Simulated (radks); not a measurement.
Task: Coherent X-ray form factor from a spherical all-electron density. Calculated with a radial shooting solver on a logarithmic mesh with Libxc functionals: scalar-relativistic Kohn-Sham, PBE, spin-unpolarised, spherical densities, point nucleus.

sin(theta)/lambda (1/angstrom),f0 (electrons)
0.05,26.767
0.1,26.093
0.15,25.043
0.2,23.710
0.25,22.194
0.3,20.590
0.4,17.414
0.5,14.589
0.6,12.278
0.8,9.147
1,7.438
1.25,6.270
1.5,5.465
2,4.055

The species is in the configuration that NIST lists as its ground one. Which atom or ion scatters so?

Result: The zinc ion Zn3+, [Ar] 3d9. Extrapolating in s^2 from the first two rows gives f0(0) = 27.0, near the electron count 27; among species with that count, the fall with angle is slower the higher Z, and the table is that of Z = 30; from so few rows the species is fixed only to a neighbour or two.
